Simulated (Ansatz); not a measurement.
This geometry of a periodic cell of 31 atoms, Al (host Al, host structure fcc, one Al atom removed) is a first-order saddle point.

Theory: DFT PBE, scalar-relativistic, plane waves, PAW in Ansatz. Settings: PAW set soft_1, cutoff 420 eV, k mesh 2x2x2, gaussian smearing 0.15 eV, no spin polarisation.

```xyz
31
Lattice="8.1000 0.0000 0.0000 0.0000 8.1000 0.0000 0.0000 0.0000 8.1000" Properties=species:S:1:pos:R:3
Al 4.054 0.007 -0.003
Al 7.099 3.029 -0.001
Al 6.052 0.017 2.031
Al -0.040 0.047 -0.002
Al 1.981 2.068 -0.002
Al 4.088 4.014 -0.002
Al 6.114 6.040 -0.002
Al 2.034 -0.007 2.061
Al 4.062 2.004 2.029
Al 6.019 4.109 2.196
Al 4.047 0.001 4.047
Al 6.056 2.011 4.048
Al 6.052 0.017 6.064
Al 2.021 6.073 -0.003
Al 0.060 1.968 2.207
Al 2.011 4.076 2.031
Al 4.041 6.087 2.063
Al 0.015 -0.061 4.047
Al 2.089 2.013 4.047
Al 3.994 4.069 4.048
Al 6.059 6.134 4.048
Al 2.035 -0.007 6.034
Al 4.062 2.003 6.066
Al 6.020 4.108 5.900
Al 0.024 6.066 2.029
Al 0.017 4.072 4.048
Al 2.027 6.080 4.047
Al 0.060 1.968 5.887
Al 2.011 4.076 6.064
Al 4.041 6.087 6.032
Al 0.025 6.066 6.066
```

(1) Which two structures does it join? (They come from a converged band through this point; their orientation in space is the band's.)

(2) How far does it lie above each of them?

## Answers

(1) The atom that moves furthest is Al2, by 2.88 Å.

Image 0:

```xyz
31
Lattice="8.1000 0.0000 0.0000 0.0000 8.1000 0.0000 0.0000 0.0000 8.1000" Properties=species:S:1:pos:R:3
Al 4.052 0.005 -0.007
Al 6.067 2.020 -0.005
Al 6.062 0.005 2.036
Al 0.001 0.004 -0.004
Al 2.035 2.020 -0.004
Al 4.050 4.053 -0.005
Al 6.066 6.089 -0.005
Al 2.041 0.005 2.035
Al 4.052 2.015 2.036
Al 6.066 4.055 2.028
Al 4.050 0.003 4.045
Al 6.062 2.014 4.045
Al 6.062 0.004 6.055
Al 2.035 6.089 -0.005
Al 0.003 2.021 2.028
Al 2.035 4.055 2.028
Al 4.051 6.094 2.035
Al 0.002 0.005 4.046
Al 2.041 2.014 4.045
Al 4.052 4.056 4.044
Al 6.061 6.094 4.044
Al 2.042 0.004 6.057
Al 4.051 2.015 6.055
Al 6.066 4.055 6.062
Al 0.001 6.089 2.029
Al 0.002 4.054 4.046
Al 2.041 6.095 4.044
Al 0.001 2.019 6.063
Al 2.036 4.055 6.061
Al 4.050 6.094 6.056
Al 0.001 6.089 6.061
```

Image 4:

Only the atoms that move by more than 0.05 Å are listed.
```
Al2 8.106 4.056 0.000
```

(2) 0.54 eV above the first and 0.54 eV above the second. This is the barrier of this one path; another mechanism may lie lower. Limits of this set-up: coarse k mesh.

Time of the run: 2.6 min on 2 threads of Intel(R) Xeon(R) 6975P-C (Granite Rapids), on a shared host, peak memory 1.8 GiB.
